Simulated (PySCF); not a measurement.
Precursor series W Cl-F. Gas-phase values, no solvent.

Level of theory: PBE-D3(BJ)/def2-TZVP // r2SCAN-D4/def2-SVP in PySCF 2.14.0. 

```
species                                 charge on the central atom (Mulliken) (e)  LUMO (eV)  HOMO (eV)  coordination number
--------------------------------------  -----------------------------------------  ---------  ---------  -------------------
0 of 6 Cl replaced by F ([W(Cl)6])                                            ___      -5.71      -7.84                  ___
1 of 6 Cl replaced by F                                                      1.01      -5.81      -7.88                  ___
3 of 6 Cl replaced by F ([W(Cl)3(F)3])                                       1.22      -5.50      -8.43                    6
6 of 6 Cl replaced by F                                                      1.54        ___     -10.65                    6
```

Q: Complete the blanks.

A: 
- 0 of 6 Cl replaced by F ([W(Cl)6]), charge on the central atom (Mulliken) (e): 0.88
- 0 of 6 Cl replaced by F ([W(Cl)6]), coordination number: 6
- 1 of 6 Cl replaced by F, coordination number: 6
- 6 of 6 Cl replaced by F, LUMO (eV): -5.25
